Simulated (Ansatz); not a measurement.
Correlation energies of CH5BOZn by basis set

| atom | x (Å) | y (Å) | z (Å) |
| --- | --- | --- | --- |
| B1 | -0.625 | -0.363 | -0.716 |
| C2 | -0.882 | 0.279 | 0.684 |
| O3 | 0.039 | 0.671 | 1.433 |
| Zn4 | 1.667 | 0.249 | 0.371 |
| H5 | -1.028 | -1.503 | -0.752 |
| H6 | 0.639 | -0.408 | -0.933 |
| H7 | -1.110 | 0.309 | -1.597 |
| H8 | -1.899 | 0.423 | 1.091 |
| H9 | 3.199 | 0.342 | 0.419 |

Charge 0, multiplicity 1. For Zn the d shell is correlated and the shells below it are frozen. Scalar relativity is left out up to krypton. The bonds changed during the relaxation, so this is another structure than the one it started from. The geometry is a stationary point of PBE0-D4/def2-TZVP. It is one conformer, not always the lowest. Frozen core, restricted reference, the Gaussian-basis code of Ansatz.

```json
{"basis": "def2-SVP", "HF (Eh)": "-1917.74713", "MP2 corr.": "-0.72584"}
{"basis": "def2-TZVPP", "HF (Eh)": "-1918.15336", "MP2 corr.": "-1.02645"}
{"basis": "def2-QZVPP", "HF (Eh)": "-1918.20197", "MP2 corr.": "-1.09783"}
```

(1) Estimate the CCSD correlation energy and the (T) correction in each basis where they were run (hartree).

## Answers

(1) 
| basis | CCSD corr. | (T) |
| --- | --- | --- |
| def2-SVP | -0.74189 | -0.02238 |
| def2-TZVPP | -1.01144 | -0.03673 |
